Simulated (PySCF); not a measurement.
**Electron correlation in N (nitrogen, neutral)**

[He] 2s1 2p4, high-spin 4P determinant (an excited configuration). All numbers are calculated (PySCF 2.14, the spin-free X2C one-electron Hamiltonian (Gaussian nucleus), in dyall-av3z (15s9p3d2f, 71 functions)). Frozen: 1s2; 5 electrons correlated; the 14 highest virtual orbitals of each spin left out.

```csv
level,correlation energy (mhartree)
CCSD,-115.22
(T),-5.14
CCSD(T),-120.36
```

Diagnostics: T1 = 0.027, D1 = 0.0701, largest double amplitude 0.154.

Q: Is a single reference adequate?

A: Not fully. A double-excitation amplitude exceeds 0.15, a sign of near-degeneracy.
